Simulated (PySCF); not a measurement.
# Indirect couplings

Molfile (atoms numbered from 1):
```
C7H4FNO
     RDKit          3D

 14 14  0  0  0  0  0  0  0  0999 V2000
    4.2033    0.1260   -0.5854 O   0  0  0  0  0  0  0  0  0  0  0  0
    3.0965    0.3978   -0.3429 C   0  0  0  0  0  0  0  0  0  0  0  0
    1.9980    0.8118   -0.0618 N   0  0  0  0  0  0  0  0  0  0  0  0
    0.6857    0.3952    0.0122 C   0  0  0  0  0  0  0  0  0  0  0  0
   -0.3282    1.2830    0.3847 C   0  0  0  0  0  0  0  0  0  0  0  0
   -1.6504    0.8537    0.4557 C   0  0  0  0  0  0  0  0  0  0  0  0
   -1.9768   -0.4684    0.1562 C   0  0  0  0  0  0  0  0  0  0  0  0
   -0.9780   -1.3669   -0.2171 C   0  0  0  0  0  0  0  0  0  0  0  0
    0.3343   -0.9299   -0.2846 C   0  0  0  0  0  0  0  0  0  0  0  0
    1.3034   -1.7718   -0.6404 F   0  0  0  0  0  0  0  0  0  0  0  0
   -0.0520    2.3132    0.6152 H   0  0  0  0  0  0  0  0  0  0  0  0
   -2.4314    1.5587    0.7471 H   0  0  0  0  0  0  0  0  0  0  0  0
   -3.0134   -0.8064    0.2121 H   0  0  0  0  0  0  0  0  0  0  0  0
   -1.1968   -2.4087   -0.4584 H   0  0  0  0  0  0  0  0  0  0  0  0
  1  2  2  0
  2  3  2  0
  3  4  1  0
  4  5  2  0
  5  6  1  0
  6  7  2  0
  7  8  1  0
  8  9  2  0
  9 10  1  0
  9  4  1  0
  5 11  1  0
  6 12  1  0
  7 13  1  0
  8 14  1  0
M  END
```

Indirect spin–spin couplings were computed at B3LYP/pcJ-1 (spin–dipole term only in couplings to heteroatoms) (PySCF) on a PBE0-D3(BJ)/def2-SVP structure, for the isolated molecule, without vibrational or relativistic corrections. Couplings are averaged over pairs made equivalent by symmetry, fast rotation or ring inversion, so a value needn't be that of the named pair in this geometry, while other rotamers aren't included; one pair stands for each set, and the list holds a selection of those of at least 1.5 Hz over up to four bonds, among pairs with at least one F or H atom (others weren't computed). One-bond C–F couplings come out tens of Hz too large with common functionals.

Isotopes: $^{13}$C, $^{19}$F, $^{1}$H, $^{15}$N.

```
    pair  bonds  J (Hz)
 C5, H11      1   171.7
 C6, H12      1       ?
 C7, H13      1       ?
 C8, H14      1   170.7
 C9, F10      1  -313.7
 C4, F10      2       ?
 C4, H11      2    -2.7
 C5, H12      2     2.3
 C8, F10      2    18.0
 C9, H14      2    -4.9
 N3, F10      3     3.9
 N3, H11      3       ?
 C4, H12      3    11.0
 C4, H14      3     6.5
 C5, H13      3     9.3
 C6, H14      3       ?
 C8, H12      3       ?
 C9, H11      3     8.9
F10, H14      3     9.9
H11, H12      3     8.9
H13, H14      3     9.2
 C2, F10      4     1.9
 C6, F10      4     6.9
 C9, H12      4       ?
F10, H11      4     7.4
F10, H13      4       ?
```

Estimate the withheld couplings, with signs.

Results:


- $^{1}J$(C6,H12) = 170.6 Hz (bond length 1.092 Å, sp2 carbon)
- $^{1}J$(C7,H13) = 171.1 Hz (bond length 1.092 Å, sp2 carbon)
- $^{2}J$(C4,F10) = 12.6 Hz (angle at C9 118°)
- $^{3}J$(N3,H11) = -3.4 Hz (dihedral angle 0°)
- $^{3}J$(C6,H14) = 9.1 Hz (dihedral angle 180°)
- $^{3}J$(C8,H12) = 9.2 Hz (dihedral angle 180°)
- $^{4}J$(C9,H12) = -2.0 Hz
- $^{4}J$(F10,H13) = 4.7 Hz
